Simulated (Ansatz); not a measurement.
Geometry optimisation, RKS PBE0/def2-SVP in Ansatz.

Input file:

```yaml
crystal:
  periodic: [false, false, false]
  atoms:
    - { symbol: Zr, position_ang: [0.0, 0.0, 0.0] }
    - { symbol: Cl, position_ang: [0.0, 0.0, 2.87] }
    - { symbol: Cl, position_ang: [2.3764, 0.0, -0.8392] }
    - { symbol: Cl, position_ang: [-1.1869, 2.0563, -0.8392] }
    - { symbol: Cl, position_ang: [-1.1869, -2.0563, -0.8392] }
    - { symbol: O, position_ang: [-2.2491, 0.0, 0.7473] }
    - { symbol: H, position_ang: [-2.7942, -0.6297, 0.1759] }
    - { symbol: H, position_ang: [-1.5726, 0.0, 2.002] }
basis:
  gaussian: { orbitals: def2-SVP }
hamiltonian:
  xc: pbe0
relax:
  f_tol: 0.15
  max_steps: 25
  restrain:
    - { distance: [0, 5], at: 2.07, k: 30.0 }
    - { distance: [7, 1], at: 1.37, k: 30.0 }
    - { distance: [0, 1], at: 3.72, k: 30.0 }
    - { distance: [7, 5], at: 2.21, k: 30.0 }
```

Command:

```bash
$ ansatz run input.yaml --threads 4 --pin off --max-ram 5120MiB --backend cpu --events-out ev --progress --plain --runs-dir out
```

Q: Where does it end, and by what steps?

A: The forces met the threshold. The restraints hold the end off the free minimum; the threshold counts their pulls, which the force column leaves out. Restrained pairs: Zr1–O6 (2.37 → 2.01 Å), Cl2–H8 (1.80 → 1.33 Å), Zr1–Cl2 (2.87 → 3.72 Å), O6–H8 (1.43 → 2.20 Å). After 14 steps the energy has fallen by 2.909 eV (the restraints' own energy left out); Cl5 moved furthest, 1.79 Å.

```
step  energy less start (eV)  largest force component (eV/Å)  accepted
   0                  0.0000                           2.844       yes
   1                  0.0348                           2.685       yes
   2                 -0.2718                           2.387       yes
   3                 -1.0219                           1.529       yes
   4                 -1.6469                           1.756       yes
   5                 -2.0431                           1.708       yes
   6                 -2.3316                           1.446       yes
   7                 -2.5512                           1.233       yes
   8                 -2.6806                           1.227       yes
   9                 -2.7427                           1.234       yes
  10                 -2.7572                           1.497       yes
  11                 -2.8186                           1.236       yes
  12                 -2.8459                           1.318       yes
  13                 -2.8901                           1.270       yes
  14                 -2.9088                           1.266       yes
```

```xyz
8
Properties=species:S:1:pos:R:3
Zr -0.519 -0.155 -0.524
Cl -0.173 1.110 2.953
Cl 1.658 -0.785 0.033
Cl -0.694 2.111 -1.051
Cl -1.076 -1.319 -2.462
O -1.889 -0.715 0.837
H -2.741 -1.161 0.821
H -1.180 0.285 2.670
```

Run time: 48 s on 4 threads of Arm Neoverse V1, on a shared host, peak memory 0.38 GiB.
